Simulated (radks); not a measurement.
Results of a calculation; reference values are marked as such.
The bromine ion Br31+, configuration [He] 2s2 (the NIST ground configuration). Code: a radial shooting solver on a logarithmic mesh with Libxc functionals. Model: scalar-relativistic Kohn-Sham, LDA (Slater exchange, VWN5 correlation), spin-polarised, spherical densities, finite nucleus; Fermi nuclear charge, rms radius 4.1629 fm.

Normalised radial functions P(r) = r R(r), r in bohr:

r	1s	2s	2p
0.004107	1.5620	0.5401	0.0247
0.004976	1.8243	0.6296	0.0351
0.006029	2.1172	0.7286	0.0499
0.007306	2.4379	0.8358	0.0706
0.008852	2.7811	0.9480	0.0995
0.01073	3.1366	1.0605	0.1398
0.013	3.4891	1.1653	0.1953
0.01562	3.8044	1.2485	0.2672
0.01893	4.0828	1.3029	0.3673
0.02293	4.2771	1.3054	0.4993
0.02779	4.3515	1.2339	0.6695
0.03367	4.2736	1.0649	0.8829
0.0408	4.0217	0.7776	1.1407
0.04943	3.5941	0.3605	1.4379
0.0599	3.0176	-0.1798	1.7590
0.072	2.3781	-0.7826	2.0628
0.08724	1.6971	-1.4362	2.3343
0.1057	1.0857	-2.0189	2.5067
0.1281	0.6084	-2.4181	2.5263
0.1552	0.2905	-2.5382	2.3575
0.188	0.1142	-2.3424	2.0042
0.2278	0.0355	-1.8833	1.5220
0.2761	0.0083	-1.2962	1.0082
0.3318	0.0015	-0.7653	0.5819
0.4021	0.0002	-0.3589	0.2698
0.4872	0.0000	-0.1309	0.0983
0.5903	0.0000	-0.0353	0.0268

1s: eigenvalue -15709.0 eV, 0 radial nodes, <r> = 0.0426 bohr, 90 % of the charge inside 0.0760 bohr. 2s: eigenvalue -3676.0 eV, 1 radial node at r = 0.0564 bohr, <r> = 0.175 bohr, 90 % of the charge inside 0.268 bohr. 2p (empty): eigenvalue -3558.0 eV, 0 radial nodes, <r> = 0.150 bohr, 90 % of the charge inside 0.241 bohr.
